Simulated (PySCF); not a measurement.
C2H3BCl2O2 (SMILES CC(=O)OB(Cl)Cl), singlet, at a GFN2-xTB geometry; CASSCF(6,7)/STO-3G (PySCF).

PySCF was given this input:
```python
from pyscf import gto, scf, mcscf
import numpy

mol = gto.Mole()
mol.atom = '''
    B    -0.364389    0.603335    0.201147
    Cl    0.811168    1.670876   -0.470242
    Cl   -1.760357    1.225933    0.997539
    O    -0.310740   -0.743918    0.095060
    C     0.718361   -1.566920   -0.308410
    C     0.190857   -2.915294   -0.679448
    O     1.854578   -1.212952   -0.312446
    H     1.013254   -3.570674   -0.948376
    H    -0.497835   -2.815451   -1.515688
    H    -0.363264   -3.328058    0.160516
'''
mol.basis = 'sto-3g'
mol.charge = 0
mol.spin = 0
mol.verbose = 4
mol.build()

mf = scf.RHF(mol)
mf.kernel()
mc = mcscf.CASSCF(mf, 7, 6)
mc.fix_spin_(ss=0.0)
mc.kernel()
occ = numpy.linalg.eigvalsh(mc.fcisolver.make_rdm1(mc.ci, mc.ncas, mc.nelecas))[::-1]
ss = mc.fcisolver.spin_square(mc.ci, mc.ncas, mc.nelecas)[0]
print('natural occupations', occ.round(4), ' <S^2>', round(ss, 4))
```

What the program printed (banner, timings and long lists left out):

```
PySCF version 2.14.0

[INPUT] verbose = 4
[INPUT] num. atoms = 10
[INPUT] num. electrons = 70
[INPUT] charge = 0
[INPUT] spin (= nelec alpha-beta = 2S) = 0
[INPUT] symmetry False subgroup None
[INPUT] Mole.unit = angstrom
[INPUT] Symbol           X                Y                Z      unit          X                Y                Z       unit  Magmom
[...]
nuclear repulsion = 407.622119659991
number of shells = 28
number of NR pGTOs = 138
number of NR cGTOs = 46
basis = sto-3g
ecp = {}

******** <class 'pyscf.scf.hf.RHF'> ********
method = RHF
initial guess = minao
damping factor = 0
level_shift factor = 0
DIIS = <class 'pyscf.scf.diis.CDIIS'>
diis_start_cycle = 1
diis_space = 8
diis_damp = 0
SCF conv_tol = 1e-09
SCF conv_tol_grad = None
SCF max_cycles = 50
direct_scf = True
direct_scf_tol = 1e-13
Set gradient conv threshold to 3.16228e-05
Initial guess from minao.
init E= -1158.89045086008
[...]
cycle= 1 E= -1157.66700540226  delta_E= 1.22  |g|= 0.815  |ddm|= 4.22
[...]
cycle= 2 E= -1157.85033996219  delta_E= -0.183  |g|= 0.503  |ddm|= 1.63
[...]
cycle= 3 E= -1157.9138071101  delta_E= -0.0635  |g|= 0.0773  |ddm|= 0.608
[...]
cycle= 4 E= -1157.91654020554  delta_E= -0.00273  |g|= 0.036  |ddm|= 0.134
[...]
cycle= 5 E= -1157.91728517755  delta_E= -0.000745  |g|= 0.0108  |ddm|= 0.0837
[...]
cycle= 6 E= -1157.9173801274  delta_E= -9.49e-05  |g|= 0.00277  |ddm|= 0.035
[...]
cycle= 7 E= -1157.91738472434  delta_E= -4.6e-06  |g|= 0.000622  |ddm|= 0.00777
[...]
cycle= 8 E= -1157.91738492782  delta_E= -2.03e-07  |g|= 0.000111  |ddm|= 0.0017
[...]
cycle= 9 E= -1157.9173849361  delta_E= -8.28e-09  |g|= 1.72e-05  |ddm|= 0.000335
[...]
cycle= 10 E= -1157.91738493632  delta_E= -2.28e-10  |g|= 3.71e-06  |ddm|= 5.4e-05
[...]
Extra cycle  E= -1157.91738493633  delta_E= -8.64e-12  |g|= 2.09e-06  |ddm|= 8.29e-06
converged SCF energy = -1157.91738493633

******** <class 'pyscf.mcscf.mc1step.CASSCF'> ********
CAS (3e+3e, 7o), ncore = 32, nvir = 7
max_cycle_macro = 50
max_cycle_micro = 4
conv_tol = 1e-07
conv_tol_grad = None
orbital rotation max_stepsize = 0.02
orbital rotation threshold for CI restart = 0.01
augmented hessian ah_max_cycle = 30
augmented hessian ah_conv_tol = 1e-12
augmented hessian ah_linear dependence = 1e-14
augmented hessian ah_level shift = 1e-08
augmented hessian ah_start_tol = 2.5
augmented hessian ah_start_cycle = 3
augmented hessian ah_grad_trust_region = 3
kf_trust_region = 3
kf_interval = 4
ci_response_space = 4
ci_grad_trust_region = 3
[...]
CASCI E = -1157.92852008673  S^2 = 0.0000000
[...]
               |grad[o]|=0.00548  |grad[c]|=0.0216  |ddm|=0.0568  |maxRot[o]|=0.238
macro iter   8 ( 21 JK    4 micro), CASSCF E = -1158.00716735306  dE = -8.71218023e-03  S^2 = 0.0000000
               |grad[o]|=0.0125  |grad[c]|=0.0191  |ddm|=0.0364  |maxRot[o]|=0.284
macro iter   9 ( 21 JK    4 micro), CASSCF E = -1158.01131382504  dE = -4.14647199e-03  S^2 = 0.0000000
               |grad[o]|=0.0113  |grad[c]|=0.0652  |ddm|=0.019  |maxRot[o]|=0.203
macro iter  10 ( 15 JK    4 micro), CASSCF E = -1158.01186486272  dE = -5.51037673e-04  S^2 = 0.0000000
               |grad[o]|=0.00652  |grad[c]|=0.0246  |ddm|=0.00686  |maxRot[o]|=0.115
macro iter  11 ( 18 JK    4 micro), CASSCF E = -1158.01156873401  dE =  2.96128706e-04  S^2 = 0.0000000
               |grad[o]|=0.00377  |grad[c]|=0.0078  |ddm|=0.00292  |maxRot[o]|=0.0795
macro iter  12 ( 21 JK    4 micro), CASSCF E = -1158.01200755375  dE = -4.38819741e-04  S^2 = 0.0000000
               |grad[o]|=0.00401  |grad[c]|=0.00639  |ddm|=0.00369  |maxRot[o]|=0.0666
macro iter  13 ( 21 JK    4 micro), CASSCF E = -1158.01207413532  dE = -6.65815676e-05  S^2 = 0.0000000
               |grad[o]|=0.00125  |grad[c]|=0.00163  |ddm|=0.000316  |maxRot[o]|=0.128
macro iter  14 ( 21 JK    4 micro), CASSCF E = -1158.01221716423  dE = -1.43028908e-04  S^2 = 0.0000000
               |grad[o]|=0.000761  |grad[c]|=0.00236  |ddm|=0.000307  |maxRot[o]|=0.226
macro iter  15 ( 21 JK    4 micro), CASSCF E = -1158.01233330979  dE = -1.16145564e-04  S^2 = 0.0000000
               |grad[o]|=0.000521  |grad[c]|=0.00139  |ddm|=0.000325  |maxRot[o]|= 0.26
macro iter  16 (  4 JK    1 micro), CASSCF E = -1158.01233591869  dE = -2.60889624e-06  S^2 = 0.0000000
               |grad[o]|=0.000179  |grad[c]|=0.00059  |ddm|=6.35e-05  |maxRot[o]|=0.0371
macro iter  17 (  3 JK    1 micro), CASSCF E = -1158.01233597181  dE = -5.31224487e-08  S^2 = 0.0000000
               |grad[o]|=3.24e-05  |grad[c]|=9.57e-05  |ddm|=2.52e-05  |maxRot[o]|=0.00533
1-step CASSCF converged in  17 macro (295 JK  60 micro) steps
CASSCF canonicalization
Density matrix diagonal elements [1.98233546 1.92018587 1.97388494 0.03485893 0.05529711 0.01382023
 0.01961746]
CASSCF energy = -1158.01233597181
CASCI E = -1158.01233597181  E(CI) = -13.1422074550630  S^2 = 0.0000000
natural occupations [1.9861e+00 1.9798e+00 1.9129e+00 8.7100e-02 2.1000e-02 1.2800e-02
 2.0000e-04]  <S^2> 0.0
```
